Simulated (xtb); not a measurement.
Te(Cl)(Me) (CH₃ClTe), SMILES C[Te]Cl. All values are semi-empirical tight-binding results from xtb (GFN2-xTB unless named), good for trends rather than for accurate numbers. Geometry optimised at GFN2-xTB.

Optimised geometry:

Bonds (Å): Te1–Cl2 2.336, Te1–C3 2.155, C3–H4 1.081, C3–H5 1.082, C3–H6 1.082. Angles (°): Cl2–Te1–C3 93.6, Te1–C3–H4 107.2, Te1–C3–H5 110.2, Te1–C3–H6 110.0, H4–C3–H5 109.8, H4–C3–H6 109.8, H5–C3–H6 110.0.
Charge 0, spin multiplicity 1.

Estimate the properties. (An estimate is asked for; the answer gives what the named calculation found.)


```
Quantity                                          Value
----------------------------------------  -------------
point group as xtb finds it                          Cs
orbital gap                                     3.13 eV
zero-point energy                         23.2 kcal/mol
G − E(el) at 298.15 K (modified RRHO)      4.3 kcal/mol
static polarisability (D4 model)             67.2 bohr³
solvation energy, GFN2-xTB/ALPB(water)    -1.9 kcal/mol
solvation energy, GFN2-xTB/ALPB(benzene)  -4.0 kcal/mol
```

Give the atomic charges and the Wiberg bond orders between heavy atoms. (Estimate from the structure and the level; the computed values follow.)

charges (e) Te1 0.12, Cl2 -0.15, C3 -0.12, H4 0.04, H5 0.05, H6 0.05. Bond orders Te1–Cl2 1.22, Te1–C3 1.00.
